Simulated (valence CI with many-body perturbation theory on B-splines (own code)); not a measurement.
**E1 line list for Re LXII**

Level of theory: configuration interaction combined with many-body perturbation theory (CI+MBPT): four valence electrons over a frozen Dirac-Fock core [Ne], radial functions for each j: 11 s, 11 p, 10 d, 8 f, 5 g, 2 h, with the one-electron correlation potential Σ1, the two-electron term Σ2, the three-electron term Σ3, Breit, model QED; selected CI, second order for the rest, scaled by the run's own slope (own B-spline code, finite nucleus).

The last digits are not significant, and no measured levels were compared; by estimate large intervals hold to a few tenths of a per cent, small ones and those within an open d or f shell to about a per cent. Among the levels kept, up to 590 cm⁻¹ of a level comes from second order outside the variational space, and about a tenth of that is noise between levels of different J, which matters for small intervals.

Lines 101 to 150 of 576 in falling wavelength, among levels below 1821.3 eV, chosen from the strongest by gf and those to the six lowest levels. Wavelengths and rates use the calculated energies. Electric multipoles are in the length gauge with retardation, E1 and E2 with the static RPA response of the core. Weak lines are less certain than strong ones. Lines between different terms over intervals too small for the method are left out, as are lines whose strength nearly cancels. The highest levels of a list are the least certain.

Levels are named by their leading jj configuration (3d3/2^4 stands for four electrons in 3d with j = 3/2), which in mixed levels can hold well under half, so a name can repeat and another be missing. Letters in brackets count levels of one name in rising energy.

| λ vac (Å) | Upper | Lower | A (s⁻¹) | S (a.u.) |
| --- | --- | --- | --- | --- |
| 41.27 | (3s 3p1/2 3d5/2^2) J=3 [a] | (3s 3p1/2 3p3/2 3d5/2) J=2 [c] | 6.45e+10 | 1.57e-02 |
| 40.94 | (3s 3p1/2 3d3/2 3d5/2) J=3 [b] | (3s 3p1/2 3p3/2 3d3/2) J=3 [c] | 5.62e+10 | 1.33e-02 |
| 40.80 | (3s 3p1/2 3d5/2^2) J=4 [b] | (3s 3p1/2 3p3/2 3d5/2) J=3 [d] | 2.70e+11 | 8.16e-02 |
| 40.70 | (3s 3p1/2 3d5/2^2) J=5 | (3s 3p1/2 3p3/2 3d5/2) J=4 [c] | 1.10e+11 | 4.01e-02 |
| 40.47 | (3s 3p1/2 3d3/2 3d5/2) J=4 [b] | (3s 3p1/2 3p3/2 3d3/2) J=3 [c] | 1.37e+11 | 4.03e-02 |
| 40.40 | (3p1/2^2 3d5/2^2) J=2 | (3p1/2^2 3p3/2 3d5/2) J=1 | 6.89e+10 | 1.12e-02 |
| 40.37 | (3s 3p1/2 3d5/2^2) J=3 [b] | (3s 3p1/2 3p3/2 3d5/2) J=2 [c] | 1.49e+11 | 3.38e-02 |
| 40.23 | (3s 3p1/2 3d5/2^2) J=3 [b] | (3s 3p1/2 3p3/2 3d5/2) J=3 [d] | 9.14e+10 | 2.06e-02 |
| 40.22 | (3s 3p1/2 3d3/2 3d5/2) J=2 [b] | (3s 3p1/2 3p3/2 3d3/2) J=1 [c] | 6.56e+10 | 1.05e-02 |
| 40.18 | (3s 3p1/2 3d5/2^2) J=4 [a] | (3s 3p1/2 3p3/2 3d5/2) J=3 [b] | 8.42e+10 | 2.43e-02 |
| 40.18 | (3p1/2^2 3d5/2^2) J=4 | (3p1/2^2 3p3/2 3d5/2) J=3 | 1.45e+11 | 4.19e-02 |
| 39.94 | (3s^2 3d5/2^2) J=2 | (3s^2 3p3/2 3d5/2) J=1 | 1.70e+11 | 2.67e-02 |
| 39.90 | (3s 3p1/2 3d5/2^2) J=2 [b] | (3s 3p1/2 3p3/2 3d5/2) J=2 [c] | 6.79e+10 | 1.07e-02 |
| 39.90 | (3s^2 3d5/2^2) J=4 | (3s^2 3p3/2 3d5/2) J=3 | 4.34e+11 | 1.22e-01 |
| 39.89 | (3s 3p1/2 3d5/2^2) J=1 [a] | (3s 3p1/2 3p3/2 3d5/2) J=0 | 9.50e+10 | 8.93e-03 |
| 39.77 | (3s 3p1/2 3d5/2^2) J=2 [b] | (3s 3p1/2 3p3/2 3d5/2) J=3 [d] | 7.17e+10 | 1.11e-02 |
| 39.70 | (3s 3p3/2^2 3d5/2) J=1 [a] | (3s 3p3/2^3) J=2 | 1.74e+11 | 1.62e-02 |
| 39.65 | (3s 3p3/2^2 3d5/2) J=3 [a] | (3s 3p3/2^3) J=2 | 5.93e+10 | 1.28e-02 |
| 39.50 | (3s 3p1/2 3d3/2 3d5/2) J=3 [d] | (3s 3p1/2 3p3/2 3d3/2) J=2 [e] | 2.14e+11 | 4.55e-02 |
| 39.48 | (3s 3p1/2 3d3/2 3d5/2) J=2 [d] | (3s 3p1/2 3p3/2 3d3/2) J=1 [d] | 1.30e+11 | 1.97e-02 |
| 39.35 | (3s 3p1/2 3d3/2 3d5/2) J=1 [b] | (3s 3p1/2 3p3/2 3d3/2) J=1 [c] | 1.99e+11 | 1.80e-02 |
| 39.28 | (3s 3p1/2 3d5/2^2) J=1 [a] | (3s 3p1/2 3p3/2 3d5/2) J=1 [c] | 1.95e+11 | 1.75e-02 |
| 39.27 | (3s 3p1/2 3d3/2 3d5/2) J=4 [b] | (3s 3p1/2 3p3/2 3d3/2) J=3 [b] | 4.71e+10 | 1.27e-02 |
| 39.26 | (3s 3p1/2^2 3d5/2) J=2 | (3s 3p1/2^2 3p3/2) J=1 | 1.87e+11 | 2.79e-02 |
| 39.09 | (3s^2 3p3/2 3d5/2) J=2 | (3s^2 3p3/2^2) J=2 | 1.85e+11 | 2.73e-02 |
| 38.95 | (3s 3p1/2 3d3/2 3d5/2) J=1 [c] | (3s 3p1/2 3p3/2 3d3/2) J=0 [b] | 1.08e+11 | 9.42e-03 |
| 38.88 | (3s 3p1/2 3d3/2 3d5/2) J=3 [b] | (3s 3p1/2 3p3/2 3d3/2) J=2 [c] | 1.39e+11 | 2.83e-02 |
| 38.84 | (3s 3p1/2 3d5/2^2) J=4 [a] | (3s 3p1/2 3p3/2 3d5/2) J=3 [a] | 2.76e+11 | 7.18e-02 |
| 38.81 | (3s 3p1/2 3d5/2^2) J=5 | (3s 3p1/2 3p3/2 3d5/2) J=4 [b] | 1.89e+11 | 6.00e-02 |
| 38.81 | (3s^2 3d3/2 3d5/2) J=3 | (3s^2 3p3/2 3d3/2) J=2 | 2.41e+11 | 4.87e-02 |
| 38.71 | (3s 3p1/2 3d5/2^2) J=4 [b] | (3s 3p1/2 3p3/2 3d5/2) J=4 [c] | 1.35e+11 | 3.48e-02 |
| 38.67 | (3s 3p1/2 3d5/2^2) J=2 [a] | (3s 3p1/2 3p3/2 3d5/2) J=1 [a] | 7.49e+10 | 1.07e-02 |
| 38.64 | (3s^2 3d5/2^2) J=2 | (3s^2 3p3/2 3d5/2) J=3 | 9.20e+10 | 1.31e-02 |
| 38.64 | (3s^2 3p1/2 3d5/2) J=2 | (3s^2 3p1/2 3p3/2) J=2 | 4.56e+10 | 6.49e-03 |
| 38.51 | (3s 3p3/2^2 3d5/2) J=1 [b] | (3s 3p3/2^3) J=1 | 1.57e+11 | 1.33e-02 |
| 38.49 | (3s^2 3p1/2 3d5/2) J=3 | (3s^2 3p1/2 3p3/2) J=2 | 2.34e+11 | 4.61e-02 |
| 38.44 | (3s 3p1/2 3p3/2 3d5/2) J=2 [a] | (3s 3p1/2 3p3/2^2) J=2 [a] | 1.89e+11 | 2.65e-02 |
| 38.39 | (3s 3p1/2 3d3/2 3d5/2) J=1 [c] | (3s 3p1/2 3p3/2 3d3/2) J=1 [d] | 1.10e+11 | 9.23e-03 |
| 38.29 | (3s 3p1/2 3p3/2 3d5/2) J=0 | (3s 3p1/2 3p3/2^2) J=1 [b] | 3.63e+11 | 1.01e-02 |
| 38.25 | (3s^2 3d3/2 3d5/2) J=3 | (3s^2 3p3/2 3d3/2) J=3 | 4.64e+10 | 8.98e-03 |
| 38.25 | (3p1/2^2 3d5/2^2) J=4 | (3s 3p1/2 3d3/2 3d5/2) J=3 [a] | 1.24e+11 | 3.09e-02 |
| 38.23 | (3s 3p1/2 3p3/2 3d5/2) J=3 [b] | (3s 3p1/2 3p3/2^2) J=3 | 1.96e+11 | 3.79e-02 |
| 38.23 | (3p1/2^2 3d3/2 3d5/2) J=2 | (3p1/2^2 3p3/2 3d3/2) J=1 | 1.14e+11 | 1.58e-02 |
| 38.16 | (3p1/2^2 3d3/2 3d5/2) J=1 | (3s 3p3/2^3) J=1 | 1.85e+11 | 1.52e-02 |
| 38.11 | (3s 3p1/2 3d5/2^2) J=1 [b] | (3s 3p1/2 3p3/2 3d5/2) J=2 [d] | 2.20e+11 | 1.80e-02 |
| 38.08 | (3s 3p1/2 3d5/2^2) J=2 [b] | (3s 3p1/2 3p3/2 3d5/2) J=1 [b] | 8.30e+10 | 1.13e-02 |
| 38.04 | (3s 3p1/2 3d3/2 3d5/2) J=2 [b] | (3s 3p1/2 3p3/2 3d3/2) J=2 [c] | 1.66e+11 | 2.26e-02 |
| 38.02 | (3s 3p1/2 3d3/2 3d5/2) J=3 [c] | (3s 3p1/2 3p3/2 3d3/2) J=2 [d] | 2.17e+11 | 4.12e-02 |
| 37.89 | (3s 3p1/2 3d3/2 3d5/2) J=2 [a] | (3s 3p1/2 3p3/2 3d3/2) J=2 [b] | 9.93e+10 | 1.33e-02 |
| 37.85 | (3s 3p3/2^2 3d5/2) J=1 [b] | (3p1/2^2 3p3/2 3d3/2) J=1 | 1.65e+11 | 1.32e-02 |
